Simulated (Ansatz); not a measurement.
Input:

```yaml
crystal:
  periodic: [false, false, false]
  atoms:
    - { symbol: Cl, position_ang: [-0.455, -2.0525, -1.082] }
    - { symbol: Si, position_ang: [0.2869, -0.1969, -0.6222] }
    - { symbol: C, position_ang: [0.0884, 0.3388, 1.0124] }
    - { symbol: "N", position_ang: [-0.8453, 0.7053, 0.4022] }
    - { symbol: H, position_ang: [0.4985, 0.6859, -1.8113] }
    - { symbol: H, position_ang: [0.4686, 0.4553, 2.0547] }
basis:
  gaussian: { orbitals: def2-SVP }
hamiltonian:
  xc: hf
relax:
  f_tol: 0.02
  max_steps: 50
```

Command:

```bash
$ ansatz run input.yaml --threads 1 --pin off --max-ram 2048MiB --backend cpu --events-out ev --progress --plain --runs-dir out
```

Hardware: 1 thread of Arm Neoverse V2, on a shared host.

Roughly how long does this run take, and how much memory?

10 s, with a peak of 0.15 GiB, for 7 ionic steps.
